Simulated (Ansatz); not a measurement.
Consider the ligand exchange at a Ga–S bond: `C[S][Ga]([F])[F]` + `O[SiH3]` → `[F][Ga]([F])[O][SiH3]` + CH₃SH.

Isolated molecules relaxed with PBE0-D4/def2-TZVP in Ansatz; ΔE leaves out vibrations. CBS: MP2 limit from def2 TZ/QZ plus the TZ coupled-cluster correction, frozen cores. This one scheme is used for every species. DFT in def2-TZVPP. For Ga outer-core shells are correlated without core-valence functions, which leaves a few kJ/mol of doubt a bond. Scalar relativity is left out up to krypton. One conformer a species, not always the lowest.

`C[S][Ga]([F])[F]`:

```xyz
8

C    -1.302    0.285   -0.412
S    -0.392    0.590    1.139
Ga    1.521   -0.271    0.630
F     1.796   -1.007   -0.928
F     2.895   -0.306    1.693
H    -1.329   -0.774   -0.656
H    -2.317    0.636   -0.228
H    -0.873    0.848   -1.238
```

`O[SiH3]`:

Z-matrix (Å, degrees):
```
Si
O 1 1.648
H 1 1.489 2 111.7
H 1 1.489 2 111.7 3 120.9
H 1 1.481 2 105.9 3 -119.6
H 2 0.957 1 117.9 3 -60.5
```

`[F][Ga]([F])[O][SiH3]`:

Cartesian coordinates in Å:
```
F -1.116 -0.031 -2.427
Ga -0.999 1.001 -1.039
F -1.816 2.521 -1.109
O -0.098 0.540 0.381
Si 0.803 -0.726 0.920
H 1.933 -0.993 -0.008
H -0.035 -1.949 1.025
H 1.328 -0.363 2.258
```

CH₃SH:

Z-matrix (Å, degrees):
```
C
S 1 1.806
H 1 1.089 2 111.5
H 1 1.089 2 111.5 3 -123.8
H 1 1.090 2 106.2 3 118.1
H 2 1.342 1 97.1 3 61.9
```

| level | ΔE (kJ/mol) |
| --- | --- |
| B2PLYP | 22.6 |
| RPA@PBE/def2-TZVPP | 15.3 |

Task: What does CCSD(T)/CBS give? (Estimate.)

Result: Computed: +26.8 kJ/mol. The listed levels differ from it by -4.2, -11.5 kJ/mol.

Largest T1 diagnostic among the species: 0.014.

From PBE to PBE0 (25 % exact exchange), in def2-TZVPP and without D4, ΔE moves by −4.3 kJ/mol. In def2-TZVPP, CCSD(T) changes the Hartree–Fock value by +8.8 kJ/mol (the triples alone add +2.5 kJ/mol) and MP2 by +10.2 kJ/mol. Leaving LDA and LC-ωPBE aside and taking each functional with its dispersion term where it has one, the values, not all of them listed here, spread over 16.8 kJ/mol, from B2PLYP to PBE-D4.
